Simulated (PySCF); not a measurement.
## AsF3, singlet: molecular constants

Computed with PBE0/[As def2-TZVP, F def2-TZVP], no relativity, density fitting, PySCF.

The structure is a minimum.

```xyz
4
charge 0 multiplicity 1, angstrom
As    0.0000    0.0000    0.3821
F     1.4710    0.0000   -0.5005
F    -0.7355    1.2739   -0.5005
F    -0.7355   -1.2739   -0.5005
```

```json
{
 "Point group": "C3v",
 "Bond lengths": "As–F 1.715 Å (×3)",
 "Bond angles": "F–As–F 95.9° (×3)",
 "Principal quadrupole moments (Buckingham, traceless) about the centre of mass": "-1.09, -1.09, 2.18 D Å",
 "Rotational symmetry number": "3",
 "Dipole moment": "2.45 D",
 "Enthalpy at 298.15 K above 0 K": "14.23 kJ/mol",
 "Highest occupied level": "-9.87 eV",
 "Zero-point energy": "18.0 kJ/mol",
 "Atomisation energy without zero-point energy": "1323 kJ/mol",
 "Entropy at 298.15 K and 1 bar": "289.0 J/(mol K)",
 "Lowest empty level": "-0.94 eV",
 "Heat capacity Cp at 298.15 K": "64.6 J/(mol K)",
 "Principal polarisabilities": "23.3, 27.2, 27.2 bohr³",
 "Rotational constants": "0.194, 0.194, 0.1367 cm⁻¹"
}
```

Harmonic modes (masses in u: As 74.922, F 18.998):
```json
{"symmetry": "e", "ω (cm⁻¹)": "259", "IR (km/mol, summed over degenerate members)": "9.6", "μ (u)": "20.24", "type": "bend"}
{"symmetry": "a1", "ω (cm⁻¹)": "334", "IR (km/mol, summed over degenerate members)": "24.1", "μ (u)": "23.14", "type": "bend"}
{"symmetry": "e", "ω (cm⁻¹)": "705", "IR (km/mol, summed over degenerate members)": "269", "μ (u)": "22.82", "type": "stretch"}
{"symmetry": "a1", "ω (cm⁻¹)": "745", "IR (km/mol, summed over degenerate members)": "78.6", "μ (u)": "22.19", "type": "stretch"}
```

In C3v the vibrations span 2e + 2a1.

Charges (e):
| atom | Mulliken | Löwdin | polar tensor | Mayer order to As1 |
| --- | --- | --- | --- | --- |
| As1 | 0.98 | 0.51 | 1.83 | – |
| F2,3,4 | -0.33 | -0.17 | -0.61 | 0.98 |

Mulliken populations on As1: s 7.85, p 13.65, d 10.39, f 0.13.

Outer orbital energies (eV). occupied: -14.71, -13.90, -12.96, -12.96, -12.21, -12.21, -12.00, -9.87; empty: -0.94, -0.94, 1.27, 7.04.

Counting electrons, arsenic keeps 2 of its valence electrons outside its bonds, so the VSEPR class is AX3E1 and the expected shape is trigonal pyramidal (C3v), as computed. The angle of 96° is close to 90°: the heavy centre bonds with nearly pure p orbitals and keeps its lone pair s-like.

The final relaxation and frequency run took of the order of 90 core-seconds on a shared host.
